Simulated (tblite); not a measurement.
C4H9GeO (doublet state).
Numbering: `[H]/[C:1]=[CH:2]\[GeH2:3][O:4][CH2:5][CH3:6]` (hydrogens: H7 on C1; H8 on C2; H9, H10 on Ge3; H11, H12 on C5; H13, H14, H15 on C6)
Bond orders are those of one Lewis drawing.

Computed with GFN2-xTB (tblite), gas phase: L-BFGS steps from a force-field or distance-geometry start until the largest atomic force falls under 0.01 eV/Å.

Step 59: E = -517.6221 eV
```
atom  x, y, z in Å  |  force x, y, z in eV/Å
C1      3.0572   -0.6033    1.1543   -0.023   0.028   0.012
C2      2.3805   -0.8103    0.0928    0.039  -0.025   0.027
Ge3     1.2588    0.5318   -0.9677   -0.049  -0.006   0.005
O4     -0.4277    0.0197   -0.8954    0.032  -0.013   0.042
C5     -1.1655   -0.1459    0.2992    0.008   0.015   0.001
C6     -2.6365    0.1485    0.0489    0.011  -0.002   0.015
H7      3.3228    0.2084    1.7936   -0.001   0.004  -0.025
H8      2.2713   -1.7852   -0.3664   -0.009  -0.013  -0.034
H9      1.4280    0.4851   -2.4695   -0.018   0.015  -0.011
H10     1.3317    1.9616   -0.4206    0.018  -0.010   0.005
H11    -1.0526   -1.1793    0.6519    0.024   0.024  -0.010
H12    -0.7894    0.5227    1.0847   -0.004  -0.022   0.001
H13    -2.7686    1.1818   -0.2625    0.013  -0.011   0.002
H14    -3.1915   -0.0271    0.9663   -0.059   0.028  -0.004
H15    -3.0229   -0.5003   -0.7315    0.018  -0.013  -0.027
```

Step 60: E = -517.6228 eV
```
atom  x, y, z in Å  |  force x, y, z in eV/Å
C1      3.0640   -0.6035    1.1496   -0.017   0.014   0.016
C2      2.3870   -0.8107    0.0882    0.034  -0.007   0.030
Ge3     1.2564    0.5297   -0.9615   -0.054  -0.017  -0.037
O4     -0.4286    0.0107   -0.8934    0.034  -0.019   0.053
C5     -1.1686   -0.1477    0.3009    0.012   0.026   0.014
C6     -2.6382    0.1501    0.0468    0.016  -0.008   0.001
H7      3.3242    0.2072    1.7922    0.000   0.010  -0.022
H8      2.2833   -1.7824   -0.3772   -0.005  -0.036  -0.034
H9      1.4258    0.4903   -2.4647   -0.018   0.016   0.006
H10     1.3247    1.9549   -0.4068    0.014   0.009   0.011
H11    -1.0570   -1.1779    0.6629    0.016   0.012  -0.030
H12    -0.7916    0.5242    1.0827   -0.004  -0.003   0.011
H13    -2.7634    1.1791   -0.2807    0.009  -0.004   0.015
H14    -3.1959   -0.0101    0.9655   -0.051   0.031  -0.012
H15    -3.0265   -0.5060   -0.7265    0.013  -0.024  -0.023
```

Step 61: E = -517.6235 eV
```
atom  x, y, z in Å  |  force x, y, z in eV/Å
C1      3.0694   -0.6031    1.1464   -0.007  -0.007   0.013
C2      2.3944   -0.8109    0.0841    0.015   0.006   0.020
Ge3     1.2536    0.5275   -0.9567   -0.039  -0.023  -0.060
O4     -0.4285    0.0013   -0.8901    0.025  -0.020   0.051
C5     -1.1713   -0.1495    0.3032    0.012   0.028   0.029
C6     -2.6395    0.1516    0.0446    0.016  -0.014  -0.016
H7      3.3261    0.2060    1.7915   -0.001   0.020  -0.014
H8      2.2937   -1.7795   -0.3879    0.006  -0.050  -0.024
H9      1.4195    0.4964   -2.4612   -0.017   0.016   0.014
H10     1.3201    1.9482   -0.3938    0.007   0.026   0.014
H11    -1.0610   -1.1766    0.6734    0.007  -0.006  -0.041
H12    -0.7934    0.5250    1.0814   -0.002   0.020   0.028
H13    -2.7575    1.1765   -0.2980    0.004   0.003   0.026
H14    -3.2015    0.0065    0.9637   -0.035   0.030  -0.026
H15    -3.0286   -0.5114   -0.7225    0.008  -0.029  -0.014
```

Step 62: E = -517.6242 eV
```
atom  x, y, z in Å  |  force x, y, z in eV/Å
C1      3.0729   -0.6027    1.1447    0.002  -0.025   0.002
C2      2.4014   -0.8109    0.0807   -0.011   0.006   0.003
Ge3     1.2505    0.5255   -0.9542   -0.006  -0.018  -0.053
O4     -0.4277   -0.0075   -0.8858    0.011  -0.015   0.039
C5     -1.1732   -0.1510    0.3061    0.006   0.021   0.041
C6     -2.6399    0.1526    0.0426    0.011  -0.016  -0.029
H7      3.3283    0.2052    1.7915   -0.004   0.026  -0.009
H8      2.3011   -1.7770   -0.3969    0.021  -0.048  -0.005
H9      1.4111    0.5021   -2.4589   -0.014   0.014   0.007
H10     1.3179    1.9430   -0.3836   -0.003   0.032   0.012
H11    -1.0641   -1.1757    0.6818   -0.003  -0.021  -0.039
H12    -0.7952    0.5258    1.0814    0.002   0.038   0.043
H13    -2.7514    1.1743   -0.3119   -0.001   0.007   0.029
H14    -3.2074    0.0204    0.9607   -0.016   0.025  -0.036
H15    -3.0288   -0.5160   -0.7201    0.005  -0.027  -0.005
```

Q: Estimate the geometry and energy of step 63. (The exact step hangs on the optimiser's Hessian estimate; all steps are aligned on step 62, rigid shifts and turns removed.)

A: E = -517.6248 eV, largest force 0.065 eV/Å
```
atom  x, y, z in Å  |  force x, y, z in eV/Å
C1      3.0745   -0.6026    1.1441    0.007  -0.031  -0.010
C2      2.4065   -0.8106    0.0779   -0.032  -0.004  -0.011
Ge3     1.2479    0.5240   -0.9537    0.029  -0.003  -0.022
O4     -0.4265   -0.0142   -0.8812    0.000  -0.005   0.021
C5     -1.1742   -0.1519    0.3095   -0.001   0.008   0.043
C6     -2.6395    0.1531    0.0406    0.004  -0.013  -0.030
H7      3.3296    0.2049    1.7916   -0.008   0.023  -0.010
H8      2.3053   -1.7755   -0.4034    0.035  -0.033   0.016
H9      1.4030    0.5064   -2.4577   -0.013   0.012  -0.010
H10     1.3174    1.9400   -0.3770   -0.012   0.027   0.005
H11    -1.0662   -1.1756    0.6872   -0.010  -0.028  -0.024
H12    -0.7967    0.5268    1.0830    0.004   0.042   0.049
H13    -2.7458    1.1727   -0.3207   -0.005   0.012   0.020
H14    -3.2125    0.0304    0.9569   -0.002   0.016  -0.035
H15    -3.0273   -0.5197   -0.7191    0.003  -0.022  -0.003
```

The energy changes by -0.0006 eV. The first-order estimate −F·Δx gives -0.0008 eV and the mean of the old and new forces, exact on a quadratic surface, -0.0006 eV. The step makes an angle of 78° with the force vector and moves no atom by more than 0.012 Å.

The cost below is that of the whole relaxation. Hardware: Arm Neoverse V2, one thread, shared host. Cost: 0.43 s wall.
